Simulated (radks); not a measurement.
Sc, configuration [Ar] 3d1 4s2 (the NIST ground configuration).

All-electron calculation, non-relativistic Kohn-Sham, TPSS, spin-unpolarised, spherical densities, point nucleus; meta-GGA in the generalised Kohn-Sham scheme. Program: a radial shooting solver on a logarithmic mesh with Libxc functionals.

Energy parts (hartree):
total: -760.62430
kinetic: 759.89760
electron-nucleus: -1800.22783
Hartree: 318.60414
exchange-correlation: -38.89820

Orbitals (lengths in bohr, moments of r in powers of bohr):
| orbital | occ. | eigenvalue (hartree) | <r^4> |
|---|---|---|---|
| 1s | 2 | -161.0450 | 0.0001351 |
| 2s | 2 | -17.34762 | 0.03518 |
| 2p | 6 | -14.28647 | 0.02858 |
| 3s | 2 | -2.03156 | 2.940 |
| 3p | 6 | -1.24945 | 4.586 |
| 3d | 1 | -0.11901 | 70.50 |
| 4s | 2 | -0.15328 | 430.1 |

The highest occupied level is 3d at -3.239 eV. The density falls to 0.001 e/bohr^3 at r = 5.00 bohr. For comparison, the ionisation energy in NIST's Atomic Spectra Database is 6.561 eV (measured). In exact Kohn-Sham theory the highest level is minus the ionisation energy, but local and semilocal functionals leave it too shallow, through self-interaction and a potential that decays too fast; potentials with the right tail come closer. The electron density at the nucleus is 6189 e/bohr^3.

Beside tabulated values, note that spin-unpolarised runs miss the spin-polarisation part of the exchange energy of open shells.
